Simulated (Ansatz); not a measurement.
Cost and result up the ladder for LiSn₁₉H₂₈ (48 atoms). Charge 0, multiplicity 2. Geometry: PBE-D4/def2-SVP.

```xyz
48

Li    2.6687    1.3580   -0.8278
Sn   -2.7141   -2.1013   -0.0339
Sn   -2.0964    5.0627    1.4086
Sn   -0.7136   -4.8329   -3.1523
Sn   -0.0001    2.5781   -1.9264
Sn    0.4340   -5.2035    1.3182
Sn   -0.2267    0.9272    2.1641
Sn    1.5157   -1.5088   -1.0149
Sn    2.4598    4.8917    1.1659
Sn   -3.1334   -3.6018   -2.3948
Sn   -1.9606   -3.8974    2.0330
Sn    0.1608   -6.5841   -1.1259
Sn   -2.1077    4.3693   -1.3232
Sn   -2.1083    2.8096    3.1024
Sn   -0.8162    0.0814   -0.5085
Sn    0.2720    6.4903    1.9362
Sn    1.2795   -2.8688   -3.4780
Sn    2.3879    4.2129   -1.5909
Sn    2.4157   -3.2192    1.0411
Sn    2.2791    2.2506    2.1986
H    -4.2650   -1.4238    0.4177
H    -3.4454    6.1008    1.7867
H    -0.8978   -5.7216   -4.6413
H    -0.1390    2.3246   -3.6583
H     0.9203   -6.3306    2.5571
H    -0.0841   -0.3605    3.3361
H     2.9068   -0.4010   -1.3257
H     3.9894    5.5715    1.6582
H    -4.3504   -4.8304   -2.1882
H    -3.6700   -2.5701   -3.6899
H    -3.2014   -5.0774    2.3587
H    -1.6858   -3.0305    3.5160
H    -0.9681   -7.8917   -0.9320
H     1.6840   -7.2955   -1.5702
H    -3.6314    3.6113   -1.6878
H    -2.0351    5.8358   -2.2587
H    -3.6979    2.1068    3.1370
H    -1.7461    3.3225    4.7255
H     0.3595    7.9737    1.0334
H     0.4432    6.9035    3.6156
H     0.8350   -1.7166   -4.7019
H     2.7940   -3.5741   -3.9575
H     3.2203    5.2441   -2.7360
H     3.5956    2.8642   -1.5027
H     2.5766   -2.2905    2.5028
H     3.9815   -3.8772    0.6707
H     3.2962    1.9670    3.5839
H     3.2187    1.3518    0.9596
```

Ansatz on 4 threads of AMD EPYC 7R13 on a shared host and a share (37 GiB) of an NVIDIA H100 80GB HBM3. Times are rough, and most runs start from the orbitals of an earlier one. PBE0-D4/def2-SVP serves as the yardstick here, not as an exact answer. Differences are given only for rows in sets of like size (and for xTB, whose basis is part of the method), since another set adds its own error. Binding counts from free atoms at the same level (Li doublet, Sn triplet, H doublet; other spins of the atoms weren't run), without zero-point energy or a counterpoise term.

In the def2 sets Sn takes a core potential; there is no spin–orbit coupling. Single mean-field runs in def2-SVP, def2-mTZVP are fitted with def2-universal-jkfit. Another isomer (doublet) lies 0.04 eV lower at r2SCAN-D4/def2-SVP; other spin states weren't run for this one.

| level | functions | binding energy per atom (eV) | difference from PBE0-D4/def2-SVP (eV) |
| --- | --- | --- | --- |
| PBE-D4/def2-SVP (with forces) | 643 | 2.41 | 0.01 |
| PBE0-D4/def2-SVP | 643 | 2.40 | 0.00 |
| B97M-V/def2-SVP | 643 | 2.49 | 0.09 |
| r2SCAN-D4/def2-SVP | 643 | 2.41 | 0.01 |
| r2SCAN-D4/def2-mTZVP | 776 | 2.38 | – |

(1) Estimate how long each takes.

## Answers

(1) r2SCAN-D4/def2-SVP 8.5 s; PBE-D4/def2-SVP (with forces) 10 s; r2SCAN-D4/def2-mTZVP 11 s; B97M-V/def2-SVP 14 s; PBE0-D4/def2-SVP 17 s. On shared hardware such times vary by a factor of up to 3.
